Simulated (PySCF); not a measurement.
Circular dichroism and optical rotation of `InChI=1S/C4H4F2O2/c5-3-1-2(7)4(6)8-3/h3-4H,1H2/t3-,4+/m0/s1`

Method: PySCF, TDDFT wB97X-D/aug-cc-pVDZ circular dichroism and optical rotation, one conformer, gas phase. Geometry: GFN2-xTB.

Input:
```
{"job": {"kind": "ecd", "xc": "wB97X-D", "basis": "aug-cc-pVDZ", "nstates": 16}, "charge": 0, "multiplicity": 1}
O      0.644560    -1.945759     1.195761
C      0.369210    -0.974387     0.564093
C     -0.960896    -0.582400    -0.036920
C     -0.675979     0.775220    -0.682452
F     -1.158891     1.774565     0.124867
O      0.705565     0.890172    -0.813232
C      1.337804     0.170610     0.181414
F      1.544575     0.944330     1.298019
H     -1.279860    -1.326910    -0.765688
H     -1.722593    -0.504854     0.739840
H     -1.126239     0.936491    -1.667989
H      2.323942    -0.157765    -0.163740
```
Coordinates are in Å.

Command: `OMP_NUM_THREADS=1 python excited_run.py task.json out`

(1) Show the output.

Answers

(1) H and L stand for HOMO and LUMO.
```
coarse grid: 11168 points
cycle   1  E = -504.5760201294  dE =  1.741e+00  |g| = 1.195e+00  |ddm| = 8.122e+00
cycle   2  E = -504.2999970395  dE =  2.760e-01  |g| = 1.782e+00  |ddm| = 3.773e+00
cycle   3  E = -504.8509653385  dE = -5.510e-01  |g| = 1.647e-01  |ddm| = 2.365e+00
cycle   4  E = -504.8551293789  dE = -4.164e-03  |g| = 8.071e-02  |ddm| = 3.616e-01
cycle   5  E = -504.8562625194  dE = -1.133e-03  |g| = 1.204e-02  |ddm| = 1.283e-01
cycle   6  E = -504.8563001887  dE = -3.767e-05  |g| = 4.787e-03  |ddm| = 4.311e-02
cycle   7  E = -504.8563066323  dE = -6.444e-06  |g| = 1.268e-03  |ddm| = 1.461e-02
final grid: 111944 points
cycle   8  E = -504.8631152677  dE = -1.368e-04  |g| = 9.036e-03  |ddm| = 3.423e-01
cycle   9  E = -504.8631142041  dE =  1.064e-06  |g| = 1.061e-02  |ddm| = 4.283e-02
cycle  10  E = -504.8631313496  dE = -1.715e-05  |g| = 7.089e-04  |ddm| = 1.297e-02
cycle  11  E = -504.8631314399  dE = -9.031e-08  |g| = 6.697e-04  |ddm| = 4.039e-03
cycle  12  E = -504.8631315257  dE = -8.582e-08  |g| = 1.371e-04  |ddm| = 1.352e-03
cycle  13  E = -504.8631315308  dE = -5.075e-09  |g| = 5.230e-05  |ddm| = 3.421e-04
cycle  14  E = -504.8631315319  dE = -1.152e-09  |g| = 2.248e-05  |ddm| = 1.946e-04
cycle  15  E = -504.8631315322  dE = -2.400e-10  |g| = 8.861e-06  |ddm| = 6.761e-05
converged SCF energy = -504.8631315322

Singlet excitations and rotatory strengths (1e-40 esu^2 cm^2)
state   eV       nm     f(len)   f(vel)    R(len)    R(vel)   main configurations
  1   4.0856   303.5  0.00010  0.00007     7.018     6.027   H->L 0.95
  2   7.2521   171.0  0.01798  0.01867    -2.397    -2.184   H->L+1 0.68, H->L+2 0.11, H->L+3 0.08
  3   7.5108   165.1  0.00830  0.00831    -1.256    -1.190   H-1->L 0.81, H-2->L 0.13
  4   7.7842   159.3  0.00186  0.00184     0.016     0.069   H-2->L 0.79, H-1->L 0.14
  5   7.9640   155.7  0.00351  0.00400     8.776     9.148   H->L+3 0.47, H->L+4 0.14, H->L+5 0.08
  6   7.9833   155.3  0.01368  0.01359    -3.247    -3.086   H->L+2 0.71, H->L+1 0.08
  7   8.0531   154.0  0.00700  0.00669   -20.928   -20.498   H-4->L 0.44, H-3->L 0.33
  8   8.3156   149.1  0.01019  0.01034    10.804    10.626   H->L+4 0.67
  9   8.5148   145.6  0.04368  0.04286    -9.054    -9.107   H-3->L 0.50, H-4->L 0.23, H-6->L 0.13
 10   8.8063   140.8  0.01416  0.01319     3.784     3.834   H->L+6 0.57, H->L+8 0.12
 11   8.9017   139.3  0.00395  0.00371    -3.922    -3.657   H->L+5 0.45, H-6->L 0.23
 12   9.0126   137.6  0.04268  0.04077    30.292    29.285   H-6->L 0.31, H->L+5 0.18, H-5->L 0.16
 13   9.1292   135.8  0.07441  0.07138    -2.918    -3.586   H-5->L 0.30, H-4->L 0.12, H-6->L 0.10
 14   9.2067   134.7  0.00233  0.00209    -6.510    -5.336   H->L+7 0.27, H->L+8 0.22, H->L+6 0.09
 15   9.2350   134.3  0.00545  0.00541    -6.644    -6.475   H-1->L+1 0.71
 16   9.3568   132.5  0.00449  0.00435     3.954     3.733   H->L+9 0.34, H->L+8 0.33

Specific rotation (deg / (dm g/mL))
    nm     length   length(OI)   velocity    alpha(len)  alpha(vel)
  633.0     126.24     126.17     108.37       53.664     52.648
  589.3     154.01     153.92     132.21       53.799     52.781
  546.0     192.85     192.75     165.56       53.968     52.947
  436.0     424.26     424.08     364.27       54.666     53.635
  405.0     590.17     589.95     506.72       54.983     53.947
  365.0    1070.34    1070.04     918.97       55.534     54.488
  355.0    1312.38    1312.04    1126.75       55.706     54.657
```

It took 68 s wall time on 1 thread of an Arm Neoverse V2, shared host, peak memory 0.94 GiB.
